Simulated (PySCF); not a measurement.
# Excitation energy of S²⁺ by level of theory

S²⁺ [Ne] 3s2 3p2 (3P) → S²⁺ [Ne] 3s2 3p1 3d1 (high-spin determinant), as a difference of total energies. All numbers are calculated (PySCF 2.14, the non-relativistic Hamiltonian (point nucleus), in dyall-av3z (19s12p3d2f, 84 functions)). Correlated levels: valence: [Ne] frozen; virtual orbitals above 40 to 60 times the deepest correlated orbital energy dropped. The calculations carry no spin-orbit coupling.

| method | excitation energy (cm⁻¹) |
| --- | --- |
| UHF | 139720 |
| LDA | 128090 |
| PBE | 127110 |
| BHandHLYP | 133820 |
| TPSSh | 130200 |
| BLYP | 126530 |
| B2PLYP | 130360 |
| MP2 (valence) | 134430 |
| SCS-MP2 (valence) | 133960 |

Q: Estimate what PBE0 gives.

A: 130810 cm⁻¹, closest to B2PLYP among the rows shown.

Q: Estimate what r2SCAN gives.

A: 131670 cm⁻¹, closest to B2PLYP among the rows shown.

A first-order spin-orbit estimate (lowest level to lowest level, LS coupling) adds 0.017 eV.

The promoted electron is Rydberg-like, and one or two diffuse shells describe it only roughly, which tends to raise the upper state.

The determinant of the upper state mixes LS terms, which raises its energy above the lowest term, most at the Hartree-Fock and MP2 levels.
